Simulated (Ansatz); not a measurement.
Isolated molecules relaxed with PBE0-D4/def2-TZVP in Ansatz; ΔE leaves out vibrations. CCSD(T)/CBS adds triple-zeta CCSD(T) − MP2 to the extrapolated MP2 energy (def2 sets, frozen cores). Functionals use def2-TZVPP. B3LYP here is the variant with VWN-RPA as its local correlation; programs differ in this. def2 core potentials past Kr. For Ge, Sn outer-core shells are correlated without core-valence functions, which leaves a few kJ/mol of doubt a bond. Scalar relativity is left out up to krypton.

`C[NH][SnH3]` + `C=[N][GeH3]` → `C=[N][SnH3]` + `C[NH][GeH3]`  (redistribution)

| level | ΔE (kJ/mol) | difference from CCSD(T)/CBS |
| --- | --- | --- |
| BLYP-D4 | -3.8 | -0.7 |
| CAM-B3LYP-D4 | -3.8 | -0.7 |
| ωB97X-V | -3.7 | -0.6 |
| ωB97M-V | -3.7 | -0.6 |
| B2PLYP | -4.0 | -0.9 |
| revPBE | -4.0 | -0.9 |
| B3LYP | -4.0 | -0.9 |
| r2SCANh | -4.2 | -1.1 |
| r2SCAN0 | -4.3 | -1.2 |
| BHLYP | -4.1 | -1.0 |
| LC-ωPBE | -3.6 | -0.5 |
| CCSD/def2-SVP | -5.3 | -2.2 |
| HF/def2-TZVPP | -4.3 | -1.2 |
| SCS-MP2/def2-TZVPP | -3.6 | -0.5 |
| CCSD(T)/def2-TZVPP | -3.6 | -0.5 |
| MP2/def2-QZVPP | -3.2 | -0.1 |
| CCSD(T)/CBS | -3.1 | 0 |

Largest T1 diagnostic among the species: 0.014.

Leaving LDA and LC-ωPBE aside and taking each functional with its dispersion term where it has one, the values, not all of them listed here, spread over 0.5 kJ/mol, from r2SCAN0-D4 to ωB97M-V.
